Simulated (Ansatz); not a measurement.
Molecule: CH4FSi (charge 0, doublet). It need not be the lowest isomer of its formula. 
Coordinates optimised at B3LYP-D3(BJ)/def2-TZVP (Ansatz, a quantum-chemistry and plane-wave program):
```xyz
7

Si     0.2837     0.2552     0.2887
C     -1.5465     0.2474     0.1904
F      0.8877    -0.7714    -0.7932
H      0.8146     1.6035    -0.0039
H      0.7655    -0.2054     1.6114
H     -2.1388     1.1527     0.2620
H     -2.1228    -0.6653     0.0848
```
Charge 0, spin multiplicity 2.

Basis-set convergence of Hartree-Fock and CCSD correlation energies (hartree) with Ansatz. Correlated levels leave the core frozen unless marked. Open shells are spin-unrestricted. No spin-orbit coupling. No relativistic terms.

```csv
basis,functions,E(HF),"E(corr, CCSD)"
cc-pV(D+d)Z,71,-428.59817,-0.43774
cc-pV(T+d)Z,155,-428.66621,-0.55057
cc-pV(Q+d)Z,294,-428.68267,-0.58899
```

Extrapolating the two largest sets (X = 3 and 4) as X^-3: E(corr) = (64·(-0.58899) - 27·(-0.55057))/37 = -0.6170 Eh, an estimate of the basis-set limit. The largest set recovers 95.5 % of it, the smallest 70.9 %.
